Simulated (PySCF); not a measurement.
Energy landscape of H3Si (cation, charge +1), singlet: map of symmetric stretch and umbrella angle. Scanned: Si-H bond length and angle between the Si-H bonds and the threefold axis (90 = planar).

Cartesian coordinates as functions of the variables (Å; names that start with a are angles):
```
Si  0  0  0
H  r*sin(a)*cos(0*2*pi/3+0)  r*sin(a)*sin(0*2*pi/3+0)  0+r*cos(a)
H  r*sin(a)*cos(1*2*pi/3+0)  r*sin(a)*sin(1*2*pi/3+0)  0+r*cos(a)
H  r*sin(a)*cos(2*2*pi/3+0)  r*sin(a)*sin(2*2*pi/3+0)  0+r*cos(a)
```

Computed with PBE0/cc-pVDZ (PySCF).

Energy in mEh above the lowest grid point; x is the Si-H bond length (Å), y the angle between the Si-H bonds and the threefold axis (90 = planar) (°).

```csv
y \ x,1.28,1.35,1.42,1.49,1.55,1.62,1.69,1.76,1.82
130,224.7,183.5,159.7,149.2,148.0,153.4,164.2,178.6,192.8
126,191.2,150.9,128.1,118.6,118.3,124.9,136.8,152.4,167.7
122,162.1,122.6,100.8,92.2,92.8,100.4,113.4,130.1,146.4
118,137.0,98.3,77.3,69.6,71.0,79.6,93.6,111.3,128.5
114,115.7,77.7,57.5,50.6,52.7,62.1,76.9,95.5,113.4
110,98.0,60.6,41.0,34.8,37.5,47.6,63.2,82.5,101.0
106,83.7,46.8,27.8,22.1,25.3,36.0,52.2,72.1,91.1
102,72.7,36.3,17.6,12.4,16.0,27.1,43.8,64.1,83.6
98,65.0,28.8,10.4,5.5,9.3,20.8,37.8,58.5,78.2
94,60.3,24.3,6.1,1.4,5.4,17.1,34.3,55.1,75.0
90,58.8,22.8,4.7,0.0,4.1,15.9,33.1,54.0,73.9
```

Points that lie below all their neighbours on the grid: x = 1.49, y = 90 on the edge of the grid (0.0 mEh).
